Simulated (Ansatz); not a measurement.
Born–Oppenheimer molecular dynamics of C2H5OSi (9 atoms, charge 1, multiplicity 1). It starts from a relaxed structure.

Method: UKS PBE0-D4/def2-SVP (Ansatz).

* ensemble: NVE (velocity Verlet)
* time step: 0.5 fs
* steps asked: 218
* starting velocities drawn for: 1000 K
* masses: H 10 u
* seed: 882515

First frame:

```xyz
9
Properties=species:S:1:pos:R:3
C 0.070 1.623 -1.263
Si -0.026 0.712 0.356
C -0.033 -0.925 0.629
O -0.087 -1.923 1.595
H 0.235 0.903 -2.077
H 0.897 2.347 -1.221
H -0.873 2.167 -1.420
H 0.727 -2.449 1.748
H -0.910 -2.454 1.653
```

**Question.** How far do the bonds stretch over the last three quarters of this one trajectory? (Pairs bonded in most of those frames.)

**Answer.** 
```csv
bond,mean (Å),spread (Å),shortest,longest
C1–Si2,1.854,0.033,1.78,1.91
C1–H5,1.115,0.040,1.05,1.19
C1–H6,1.101,0.018,1.07,1.14
C1–H7,1.109,0.032,1.05,1.16
Si2–C3,1.642,0.029,1.57,1.69
C3–O4,1.407,0.053,1.33,1.52
O4–H8,0.985,0.037,0.91,1.07
O4–H9,0.985,0.046,0.90,1.06
```

Mean temperature of the second half: 493 K. The conserved energy stayed within 0.2 meV per atom of its start (net change 0.061 meV per atom), so the integration is sound. Over the second half the temperature averaged 0.49 of the 1000 K drawn at the start: a run that starts near a minimum puts about half its kinetic energy into the potential. A run of 0.11 ps of so small a system gives no equilibrium averages.

Run time: 23 min on 2 threads of Arm Neoverse N1, on a shared host, peak memory 0.23 GiB.
